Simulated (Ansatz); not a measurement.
`[SiH2]/C=C/[SiH3]` radical, one more setting.

```yaml
crystal:
  periodic: [false, false, false]
  atoms:
    - {symbol: Si, position_ang: [-0.499682, 2.264456, -1.003416]}
    - {symbol: C, position_ang: [-0.539953, 0.668972, -0.095644]}
    - {symbol: C, position_ang: [0.401668, -0.288283, -0.201105]}
    - {symbol: Si, position_ang: [0.302555, -1.929150, 0.669943]}
    - {symbol: H, position_ang: [0.860825, 2.602782, -1.497714]}
    - {symbol: H, position_ang: [-1.141977, 3.387813, -0.273200]}
    - {symbol: H, position_ang: [-1.418487, 0.465059, 0.518038]}
    - {symbol: H, position_ang: [1.274291, -0.087586, -0.824688]}
    - {symbol: H, position_ang: [-0.954584, -1.974974, 1.462091]}
    - {symbol: H, position_ang: [0.312465, -3.049840, -0.310120]}
    - {symbol: H, position_ang: [1.468179, -2.116149, 1.576417]}
basis:
  gaussian: {orbitals: aug-pcseg-2}
magnetization: {spin_polarized: false, initial_magnetization: 1}
hamiltonian: {xc: {name: SPW92}}
scf: {lower_state_search: full}
```

```sh
$ ansatz run in.yaml --threads 4 --pin off --events-out ev --progress --plain --max-ram 10444MiB
```

Shortened log:

```
Functional definition: SPW92
1501 factors; their error is unknown
mean field evaluation 1: about -17835.6016 eV, gradient 8.7e1 eV
mean field evaluation 2: about -17567.9373 eV, gradient 2.3e2 eV
mean field evaluation 4: about -17853.6114 eV, gradient 3.5e1 eV
mean field evaluation 8: about -17858.5709 eV, gradient 2.1e-1 eV
mean field evaluation 16: about -17858.5272 eV, gradient 7.4e-4 eV
mean field evaluation 96: about -17858.5272 eV, gradient 3.6e-3 eV
mean field evaluation 160: about -17858.5272 eV, gradient 2.9e-4 eV
mean field -17858.52720537 eV, -656.2887698527 hartree, gradient 7.4e-5 eV, S^2 0.750000; 5 other end points of the search recorded, 0 dependent functions left out
reference -17858.52728246 eV, -656.2887726857 hartree; 24, 23 occupied and 329, 330 virtual orbitals, 1501 factors
Total energy: -17858.52728246 eV, -656.2887726857 hartree
```

It took 17 s on 4 threads of an Arm Neoverse V2 on a shared host, with 1.7 GiB of host memory at the peak.
